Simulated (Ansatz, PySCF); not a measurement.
Ga(H)(Me)(OMe) (C2H7GaO), SMILES C[O][GaH][CH3]. Atoms are numbered in the order given.

```xyz
11

Ga    -0.1364     0.2538     0.2297
H     -1.6343    -0.1685     0.4613
C      0.8926     1.7839     0.9070
H      0.9077     1.7841     2.0086
H      0.4357     2.7320     0.5808
H      1.9260     1.7377     0.5341
O      0.8068    -0.8435    -0.8364
C      0.3370    -2.0071    -1.4607
H      0.4383    -1.9266    -2.5597
H      0.9291    -2.8856    -1.1413
H     -0.7277    -2.2272    -1.2411
```

Geometry optimised at B3LYP-D3(BJ)/def2-SVP. The values are those of a single conformer.

Two levels are set side by side: PBE-D3(BJ)/def2-SVP (Ansatz, a program for electronic structure) and B3LYP-D3(BJ)/def2-SVP (Ansatz). Each level has its own optimised geometry; the coordinates shown are those of the second. Frequencies come from the Hessian of PySCF at each geometry. Differences are taken from unrounded values.

```json
[
 {"quantity": "mean bond length (Å)", "B3LYP-D3(BJ)": "1.336"},
 {"quantity": "bond Ga1–C3 (Å)", "B3LYP-D3(BJ)": "1.964"},
 {"quantity": "bond Ga1–O7 (Å)", "B3LYP-D3(BJ)": "1.797"},
 {"quantity": "bond O7–C8 (Å)", "B3LYP-D3(BJ)": "1.402"},
 {"quantity": "bond Ga1–H2 (Å)", "B3LYP-D3(BJ)": "1.574"},
 {"quantity": "bond C3–H4 (Å)", "B3LYP-D3(BJ)": "1.102"},
 {"quantity": "bond C3–H5 (Å)", "B3LYP-D3(BJ)": "1.102"},
 {"quantity": "bond C3–H6 (Å)", "B3LYP-D3(BJ)": "1.100"},
 {"quantity": "bond C8–H9 (Å)", "B3LYP-D3(BJ)": "1.107"},
 {"quantity": "bond C8–H10 (Å)", "B3LYP-D3(BJ)": "1.107"},
 {"quantity": "bond C8–H11 (Å)", "B3LYP-D3(BJ)": "1.109"},
 {"quantity": "highest harmonic wavenumber (cm⁻¹)", "B3LYP-D3(BJ)": "3147"},
 {"quantity": "mean harmonic wavenumber (cm⁻¹)", "B3LYP-D3(BJ)": "1357"},
 {"quantity": "zero-point energy (kcal/mol)", "B3LYP-D3(BJ)": "52.37"}
]
```

**Question.** What does PBE-D3(BJ) give, and how far is it from B3LYP-D3(BJ)? (Estimate from the structure and the level; the computed values follow.)

**Answer.** 
| quantity | PBE-D3(BJ) | PBE-D3(BJ) minus B3LYP-D3(BJ) |
|---|---|---|
| mean bond length (Å) | 1.343 | 0.007 |
| bond Ga1–C3 (Å) | 1.964 | -0.001 |
| bond Ga1–O7 (Å) | 1.811 | 0.014 |
| bond O7–C8 (Å) | 1.407 | 0.006 |
| bond Ga1–H2 (Å) | 1.582 | 0.008 |
| bond C3–H4 (Å) | 1.109 | 0.007 |
| bond C3–H5 (Å) | 1.109 | 0.007 |
| bond C3–H6 (Å) | 1.107 | 0.007 |
| bond C8–H9 (Å) | 1.115 | 0.008 |
| bond C8–H10 (Å) | 1.115 | 0.008 |
| bond C8–H11 (Å) | 1.118 | 0.009 |
| highest harmonic wavenumber (cm⁻¹) | 3101 | -46 |
| mean harmonic wavenumber (cm⁻¹) | 1322 | -34 |
| zero-point energy (kcal/mol) | 51.04 | -1.33 |

GGA bonds tend to be longer and softer than those of functionals with exact exchange. Differences between two approximate levels are no errors against the true value.
